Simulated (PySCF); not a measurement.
A GIAO shielding run with PySCF 2.14 (density fitting, non-relativistic, gas phase) on `InChI=1S/CH9FSSi3/c1-5-6(2)3-4/h6H,5H2,1,4H3/t6-/m0/s1`:

```
$ OMP_NUM_THREADS=1 python probes_run.py task.json out

{"job": {"kind": "nmr", "xc": "PBE0", "basis": "pcSseg-1"}, "charge": 0, "multiplicity": 1}
C     -2.949594     0.066401    -0.601646
Si    -1.820077    -0.399448     0.850917
Si     0.275110     0.495997     0.489404
F      1.011974     0.719782     1.916725
S      1.511289    -0.888483    -0.616749
Si     3.516652    -0.230783    -0.242354
H     -3.954862    -0.316788    -0.455009
H     -3.024515     1.144236    -0.720991
H     -2.575934    -0.342402    -1.536497
H     -1.812049    -1.860416     1.010499
H     -2.387228     0.161082     2.088297
H      0.491597     1.808961    -0.107598
H      3.781647    -0.341659     1.183911
H      4.296625    -1.157059    -1.044106
H      3.634952     1.148568    -0.700820
```

Hardware: 1 thread of an Arm Neoverse N1, shared host. The job also computes population analyses, field gradients.

**Question.** How large is the calculation?

**Answer.** 82 electrons, 175 basis functions and 1006 auxiliary functions.

**Question.** How long does it take, and how much memory does it need?

**Answer.** 41 s of wall time, with 12 SCF cycles and 4 response iterations; peak memory 0.8 GiB. Times on a shared host scatter by some tens of per cent.
